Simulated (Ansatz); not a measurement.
C$_{2}$H$_{3}$OSb (`C#C[O][SbH2]`), relaxed with RKS PBE0-D4/def2-TZVP in Ansatz from a PBE-D4/def2-SVP geometry. The force threshold is 0.005 eV/Å; the program also tests the step.

The species carries charge 0 and has multiplicity 1. Sb takes the def2 core potential.

Start:

```xyz
7

C     1.591    0.170   -1.007
C     0.575   -0.464   -0.733
O    -0.486   -1.147   -0.463
Sb   -1.827   -0.434    0.986
H     2.491    0.702   -1.270
H    -0.561   -0.023    2.108
H    -1.781    1.197    0.379
```

```json
{"step": "1", "energy (eV)": "-10701.8768", "largest force (eV/Å)": "1.584", "largest move (Å)": "0.000"}
{"step": "2", "energy (eV)": "-10701.9621", "largest force (eV/Å)": "0.479", "largest move (Å)": "0.070"}
{"step": "3", "energy (eV)": "-10701.9706", "largest force (eV/Å)": "0.073", "largest move (Å)": "0.030"}
{"step": "4 (rejected)", "energy (eV)": "-10701.9706", "largest force (eV/Å)": "0.097", "largest move (Å)": "0.021"}
{"step": "5", "energy (eV)": "-10701.9720", "largest force (eV/Å)": "0.035", "largest move (Å)": "0.010"}
{"step": "6", "energy (eV)": "-10701.9724", "largest force (eV/Å)": "0.016", "largest move (Å)": "0.018"}
{"step": "7 (rejected)", "energy (eV)": "-10701.9718", "largest force (eV/Å)": "0.225", "largest move (Å)": "0.004"}
{"step": "8", "energy (eV)": "-10701.9724", "largest force (eV/Å)": "0.002", "largest move (Å)": "0.002"}
```

End:

```xyz
7

C     1.559    0.164   -0.988
C     0.562   -0.451   -0.716
O    -0.496   -1.121   -0.438
Sb   -1.778   -0.427    0.958
H     2.445    0.692   -1.243
H    -0.539   -0.035    2.072
H    -1.753    1.176    0.355
```

It took 22 s on 2 threads of an AMD EPYC 9B14 on a shared host, with 0.36 GiB of host memory at the peak.
